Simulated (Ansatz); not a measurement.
C3H4Cl2Si (`C#C[Si](C)(Cl)Cl`), 10 atoms. Charge 0, multiplicity 1. All runs use 4 threads of an Arm Neoverse V2 on a shared host. Correlated methods freeze the cores.

(1) How many basis functions does each run have, and how long does it take in Ansatz? RHF-CCSD(T)/def2-TZVPP energy; RKS PBE0-D4/def2-SVP energy; RKS PBE0-D4/def2-QZVPP energy; RKS ωB97M-V/def2-QZVPP energy; RHF-MP2/def2-QZVPP energy; direct RPA on PBE orbitals/def2-TZVPP energy; RKS PBE0-D4/def2-TZVP frequencies; RKS r2SCAN0-D4/def2-TZVPP energy; RHF-CCSD(T)/def2-SVP energy; RKS PBE0-D4/def2-TZVP relaxation (5 steps); RKS revPBE-D4/def2-TZVPP energy; RKS ωB97M-V/def2-SVP energy. (An estimate is asked.)

## Answers

(1) Ansatz gave: Other jobs shared the machine, so times are rough.

| level | job | functions | wall time | peak host memory (GiB) |
| --- | --- | --- | --- | --- |
| RKS PBE0-D4/def2-SVP | energy | 116 | 1.1 s | 0.57 |
| RKS revPBE-D4/def2-TZVPP | energy | 275 | 3.5 s | 0.43 |
| RKS ωB97M-V/def2-SVP | energy | 116 | 4.9 s | 0.57 |
| RHF-CCSD(T)/def2-SVP | energy | 116 | 6 s | 0.57 |
| direct RPA on PBE orbitals/def2-TZVPP | energy | 275 | 8.5 s | 0.68 |
| RKS r2SCAN0-D4/def2-TZVPP | energy | 275 | 9 s | 0.92 |
| RKS PBE0-D4/def2-QZVPP | energy | 501 | 18 s | 2.3 |
| RKS PBE0-D4/def2-TZVP | relaxation (5 steps) | 228 | 29 s | 0.72 |
| RKS ωB97M-V/def2-QZVPP | energy | 501 | 31 s | 2.7 |
| RHF-MP2/def2-QZVPP | energy | 501 | 35 s | 3.2 |
| RKS PBE0-D4/def2-TZVP | frequencies | 228 | 3.4 min | 0.72 |
| RHF-CCSD(T)/def2-TZVPP | energy | 275 | 3.5 min | 7 |
